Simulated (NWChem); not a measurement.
System: CH7OPSi; SMILES P[SiH2]OC

Input file for NWChem:

```
start job
memory heap 200 mb stack 900 mb global 1100 mb
geometry units angstroms noautoz
  Si     0.877007     0.043778    -0.004973
  P     -0.539410    -1.748547    -0.088552
  O      0.076835     1.440656    -0.487576
  C     -1.075006     1.924093     0.177561
  H      2.058632    -0.063930    -0.921342
  H      1.341402     0.145687     1.429532
  H      0.516728    -2.636449     0.332391
  H     -0.291704    -1.987857    -1.487544
  H     -0.857459     2.220694     1.230278
  H     -1.443178     2.820424    -0.362224
  H     -1.897121     1.171284     0.198913
end
basis spherical
  * library 6-31g*
end
dft
  xc xwpbe 1.00 cpbe96 1.0 hfexch 1.00
  cam 0.5 cam_alpha 0.0 cam_beta 1.0
  iterations 150
  vectors input atomic output neutral.movecs
end
task dft energy
charge 1
dft
  odft
  mult 2
  vectors input atomic output cation.movecs
end
task dft energy
```

Coordinates come from a PBE-D3(BJ)/def2-SVP optimisation.

Ions are spin-unrestricted doublets at the neutral geometry; other ion states weren't tried. Functional: LC-ωPBE (HJS hole) with 6-31G*; the question gives the range parameter ω in 1/bohr.

What results follow from this input? (LC-wPBE (HJS exchange hole, range parameter 0.5 per bohr)/6-31G* (spherical d), vertical spin-unrestricted ions.) Quantities: vertical ionisation energy, ΔSCF (eV); −ε(HOMO) (eV).


| Quantity | Result |
|---|---|
| vertical ionisation energy, ΔSCF (eV) | 9.79 |
| −ε(HOMO) (eV) | 10.30 |
